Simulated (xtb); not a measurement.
xtb input:

```bash
xtb mol.xyz --gfn 2 --sp --chrg -1 --uhf 0
```
mol.xyz:
```
5

Si    -0.62204000    -0.08650940    -0.12024860
O      1.12953860    -0.15254038     0.07556274
H     -1.02362123     0.42655227     1.30209369
H     -0.76353584     1.35507826    -0.71131650
H      1.45940828     0.64982413     0.48820125
```

Q: Predict the final energy.

A: -7.46146 Eh (GFN2-xTB).

It need not be the lowest isomer of its formula. Whether it binds its extra electron was not tested at this geometry.
